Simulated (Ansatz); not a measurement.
`C=C[SiH2]S[SiH](F)F`. Charge 0, multiplicity 1. The structure was optimised at the PBE0-D4/def2-TZVP level. It is one conformer, not always the lowest.

```xyz
13

C    -1.548    1.025   -0.644
C    -0.342    1.567   -0.510
Si    1.259    0.648   -0.671
S     0.966   -1.484   -0.818
Si    0.171   -1.919    1.077
F    -1.416   -1.912    1.057
F     0.603   -0.827    2.144
H    -1.684   -0.030   -0.858
H    -2.455    1.614   -0.540
H    -0.274    2.632   -0.288
H     2.162    0.962    0.462
H     1.954    0.972   -1.943
H     0.605   -3.248    1.532
```

(1) What is the dipole moment at r2SCAN/def2-TZVPP? (Estimate.)

(2) And with PBE, B3LYP, ωB97M-V? (Estimate.)

(3) Give the Mulliken charges with r2SCAN, B3LYP, ωB97M-V in def2-TZVPP. (Estimate.)

## Answers

(1) The calculation gave: 0.90 D, with components (-0.02, 0.80, -0.40) D in this frame, pointing from negative to positive charge.

(2) The calculation gave: PBE 0.88 D, B3LYP 0.86 D, ωB97M-V 0.86 D.

(3) The calculation gave: 
```json
{"atom": "C1", "r2SCAN": "-0.11", "B3LYP": "-0.17", "ωB97M-V": "-0.17"}
{"atom": "C2", "r2SCAN": "-0.21", "B3LYP": "-0.20", "ωB97M-V": "-0.22"}
{"atom": "Si3", "r2SCAN": "0.42", "B3LYP": "0.38", "ωB97M-V": "0.28"}
{"atom": "S4", "r2SCAN": "-0.33", "B3LYP": "-0.32", "ωB97M-V": "-0.28"}
{"atom": "Si5", "r2SCAN": "0.78", "B3LYP": "0.78", "ωB97M-V": "0.69"}
{"atom": "F6", "r2SCAN": "-0.30", "B3LYP": "-0.30", "ωB97M-V": "-0.29"}
{"atom": "F7", "r2SCAN": "-0.30", "B3LYP": "-0.30", "ωB97M-V": "-0.29"}
{"atom": "H8", "r2SCAN": "0.08", "B3LYP": "0.10", "ωB97M-V": "0.10"}
{"atom": "H9", "r2SCAN": "0.08", "B3LYP": "0.11", "ωB97M-V": "0.11"}
{"atom": "H10", "r2SCAN": "0.07", "B3LYP": "0.09", "ωB97M-V": "0.10"}
{"atom": "H11", "r2SCAN": "-0.05", "B3LYP": "-0.05", "ωB97M-V": "0.00"}
{"atom": "H12", "r2SCAN": "-0.07", "B3LYP": "-0.06", "ωB97M-V": "-0.01"}
{"atom": "H13", "r2SCAN": "-0.08", "B3LYP": "-0.07", "ωB97M-V": "-0.03"}
```

B3LYP here is the variant with VWN-RPA as its local correlation; programs differ in this.

All numbers were calculated with Ansatz.
